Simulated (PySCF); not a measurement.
**SMILES C=C1CO/C1=C\OC, C6H8O2**

Geometry:
| atom | x (Å) | y (Å) | z (Å) |
| --- | --- | --- | --- |
| C1 | -2.694 | 0.177 | -0.377 |
| C2 | -1.504 | -0.329 | -0.099 |
| C3 | -0.974 | -1.678 | 0.314 |
| O4 | 0.358 | -1.141 | 0.338 |
| C5 | -0.122 | 0.121 | -0.047 |
| C6 | 0.491 | 1.283 | -0.272 |
| O7 | 1.801 | 1.611 | -0.195 |
| C8 | 2.694 | 0.583 | 0.181 |
| H9 | -3.582 | -0.428 | -0.329 |
| H10 | -2.812 | 1.207 | -0.660 |
| H11 | -1.286 | -2.035 | 1.299 |
| H12 | -1.076 | -2.478 | -0.424 |
| H13 | -0.109 | 2.132 | -0.566 |
| H14 | 3.686 | 1.031 | 0.183 |
| H15 | 2.663 | -0.245 | -0.531 |
| H16 | 2.457 | 0.199 | 1.176 |

Method used: PySCF, GIAO PBE0/pcSseg-1 magnetisability, rotational g tensor and spin-rotation constants, non-relativistic, gas phase. Geometry: GFN2-xTB.

**Question.** How diamagnetic is it, and how anisotropic?

**Answer.** Isotropic -994 × 10⁻³⁰ J/T², or -59.9 × 10⁻⁶ cm³/mol; principal values -1067, -966, -949 × 10⁻³⁰ J/T², anisotropy 111 × 10⁻³⁰ J/T² (root of half the summed squared differences of the principal values). The susceptibility is in cgs units.

**Question.** Split it along the inertial axes a, b, c into diamagnetic and paramagnetic parts about the centre of mass, with the quadrupole moment.

**Answer.** 
| axis | χ (10⁻⁶ cm³/mol) | diamagnetic (10⁻⁶ cm³/mol) | paramagnetic (10⁻⁶ cm³/mol) | summed x² of all electrons (Å²) | quadrupole Θ (D Å) |
| --- | --- | --- | --- | --- | --- |
| a | -61.2 | -367.1 | 305.9 | 213.0 | +5.69 |
| b | -60.2 | -961.1 | 900.8 | 73.0 | +0.13 |
| c | -58.1 | -1213.3 | 1155.2 | 13.5 | -5.81 |

Anisotropies 2χaa − χbb − χcc = -4.0 and 2χbb − χaa − χcc = -1.1 × 10⁻⁶ cm³/mol. Θ is traceless in Buckingham's convention.

**Question.** And the rotational g tensor?

**Answer.** 
| axis | rotational constant (GHz) | g | nuclear part | electronic part |
| --- | --- | --- | --- | --- |
| a | 4.5373 | -0.0495 | 0.6026 | -0.6521 |
| b | 1.3978 | -0.0137 | 0.5778 | -0.5916 |
| c | 1.0833 | -0.0099 | 0.5780 | -0.5879 |

Asymmetric top; isotopes 12C, 1H, 16O; no vibrational averaging.
